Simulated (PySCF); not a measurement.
**Excitation energy of Ne by level of theory**

Ne [Ne] (1S) → Ne [He] 2s1 2p6 3p1, s spin flipped, as a difference of total energies. Computed with PySCF 2.14 in aug-cc-pVQZ with one added diffuse shell each of s, p, d, f, g type (7s6p5d4f3g, 105 functions), with no relativity, point nucleus. Correlated levels: valence: 1s2 frozen. The calculations carry no spin-orbit coupling.

```tsv
method	excitation energy (cm⁻¹)
UHF	373750
LDA	335870
PBE	337310
PBE0	348510
r2SCAN	353890
revPBE	337430
M06-2X	355620
BHandHLYP	359100
r2SCAN0	359950
MP2 (valence)	371440
SCS-MP2 (valence)	370230
```

The upper determinant mixes two multiplicities, so it lies between the two terms.

The upper state lies above the first ionisation limit, where it may autoionise and the basis confines it. A Rydberg-like electron needs more diffuse functions than a valence basis has.

The promoted electron is Rydberg-like, and one or two diffuse shells describe it only roughly, which tends to raise the upper state.
